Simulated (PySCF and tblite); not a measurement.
The numbers below are computed, except where a source is named.
2 diastereomers of C₃H₁₁F₂NO₂Si₂, numbered alike:

```json
{"isomer": "A", "SMILES": "[CH3:1][O:2][Si@H:3]([F:4])[NH:5][Si@:6]([CH3:7])([F:8])[O:9][CH3:10]", "descriptors (one enantiomer)": "3R, 6S"}
{"isomer": "B", "SMILES": "[CH3:1][O:2][Si@@H:3]([F:4])[NH:5][Si@:6]([CH3:7])([F:8])[O:9][CH3:10]", "descriptors (one enantiomer)": "3S, 6S"}
```

Each isomer is a Boltzmann average at 298.15 K over at most 6 conformers: GFN2-xTB geometries, energies PBE0/6-31G* (D3(BJ) added where defined), GFN2-xTB thermal terms. Programs: PySCF with density fitting and tblite.

Rank the isomers by free energy at 298.15 K.


```csv
isomer,ΔG (kcal/mol),"ΔE, lowest conformer",conformers,largest weight %,rms dipole (D)
B,0.0,0.0,6,61,2.57
A,0.4,0.8,6,61,2.09
```

ΔG is for one enantiomer.

If they could interconvert freely, what would the mixture hold (chiral isomers as racemates)?

B 68 %, A 32 %. A racemate gains RT ln 2.

The conformer set may be incomplete (the search or the number kept was capped). At least one structure keeps an imaginary mode at the tight-binding level.
